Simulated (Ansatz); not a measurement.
Correlation energies of C$_{2}$H$_{7}$InS, SMILES `C[CH2][InH][SH]` by basis set

Z-matrix (Å, degrees):
```
C
C 1 1.520
H 1 1.093 2 111.9
H 1 1.095 2 111.5 3 119.9
H 1 1.093 2 111.9 3 -120.2
In 2 2.158 1 114.4 3 60.1
H 2 1.094 1 111.2 3 -178.8
H 2 1.094 1 111.2 3 -60.9
S 6 2.401 2 115.1 1 -0.6
H 6 1.717 2 131.7 1 179.4
H 9 1.344 6 94.2 2 -0.0
```

Charge 0, multiplicity 1. Correlated methods include outer-core shells of In, which these sets cover unevenly. In: def2 effective core potential. All single points use the PBE0-D4/def2-TZVP geometry. It is one conformer, not always the lowest. Frozen core, restricted reference, Ansatz 0.2.0.

| basis | HF (Eh) | MP2 corr. |
| --- | --- | --- |
| def2-SVP | -666.37856 | -0.51479 |
| def2-TZVPP | -666.61159 | -0.82974 |
| def2-QZVPP | -666.62804 | -1.05624 |

(1) Estimate the CCSD correlation energy and the (T) correction in each basis where they were run (hartree).

## Answers

(1) 
```csv
basis,CCSD corr.,(T)
def2-SVP,-0.57194,-0.01746
def2-TZVPP,-0.87044,-0.03323
```
